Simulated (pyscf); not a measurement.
**HO–SiH=AsH, singlet**

Gas-phase minimum from PySCF at ωB97X-D3(BJ)/def2-SVP, one conformer. 

SMILES: O[SiH]=[AsH]
```xyz
6

O      0.4993    -1.0108    -1.2865
Si     0.2537     0.2252    -0.2162
As    -0.1537     2.2473    -0.8031
H      0.6763    -1.8914    -0.9400
H      0.3638    -0.3057     1.1727
H     -0.1985     2.4901     0.7048
```
Charge 0, spin multiplicity 1.

Bond lengths (Å): O1–Si2 1.653, O1–H4 0.963, Si2–As3 2.145, Si2–H5 1.491, As3–H6 1.528. Angles (°): Si2–O1–H4 118.6, O1–Si2–As3 123.8, O1–Si2–H5 109.0, As3–Si2–H5 127.2, Si2–As3–H6 83.4.

Properties at ωB97X-D3(BJ)/def2-SVP:

Harmonic wavenumbers, unscaled: 204, 266, 378, 487, 533, 647, 760, 874, 976, 2226, 2248, 3936 cm⁻¹
Zero-point energy: 19.3 kcal/mol
Rotational symmetry number: 1
Entropy of this conformer at 298 K and 1 atm, rigid rotor and harmonic oscillator, modes under 100 cm⁻¹ raised to 100: 302.9 J/(mol K)
Dipole moment: 3.51 D

Single-point totals, which compare only within one level (frozen core for MP2 and CC):

```json
[
 {"level": "ωB97X-D3(BJ)/def2-TZVP", "total energy (hartree)": "-2602.43612"},
 {"level": "PBE/def2-TZVP", "total energy (hartree)": "-2601.89774"},
 {"level": "r²SCAN/def2-TZVP", "total energy (hartree)": "-2602.39095"},
 {"level": "B3LYP-D3(BJ)/def2-TZVP", "total energy (hartree)": "-2602.53571"},
 {"level": "PBE0-D3(BJ)/def2-TZVP", "total energy (hartree)": "-2601.99075"},
 {"level": "M06-2X/def2-TZVP", "total energy (hartree)": "-2602.41952"},
 {"level": "ωB97M-D3(BJ)/def2-TZVP", "total energy (hartree)": "-2602.53358"},
 {"level": "HF/def2-TZVPP", "total energy (hartree)": "-2599.80725"},
 {"level": "MP2/def2-TZVPP", "total energy (hartree)": "-2600.42997"},
 {"level": "CCSD/def2-TZVPP", "total energy (hartree)": "-2600.44772"},
 {"level": "CCSD(T)/def2-TZVPP", "total energy (hartree)": "-2600.47453"}
]
```

The CCSD(T) − MP2 part came from Ansatz, without density fitting, on the same reference. The frozen core leaves the outer d or s,p core shells of the metals and heavy elements correlated in the MP2 and CC values, and def2-TZVPP describes them poorly, so these totals are far from the basis limit. Elements up to Kr have no core potential and no relativistic terms here.
